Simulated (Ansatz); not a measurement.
A run for Ansatz (a program for electronic structure): R-r2SCAN/def2-TZVPP on GaH3 (SMILES [GaH3]), atoms moved off the minimum.

Ansatz 0.2 input:
```yaml
crystal:
  periodic: [false, false, false]
  atoms:
    - {symbol: Ga, position_ang: [-0.02145906, -0.10613441, 0.01344582]}
    - {symbol: H, position_ang: [0.58794405, -0.38962627, 1.41587515]}
    - {symbol: H, position_ang: [-0.29646173, 1.52202855, -0.28748820]}
    - {symbol: H, position_ang: [-0.31477818, -1.14981769, -1.12237306]}
basis:
  gaussian:
    orbitals: def2-TZVPP
hamiltonian:
  xc: {name: r2SCAN}
scf: {lower_state_search: off}
output: {forces: true}
```

Task: Predict the final total energy.

Result: -1926.6017 hartree.
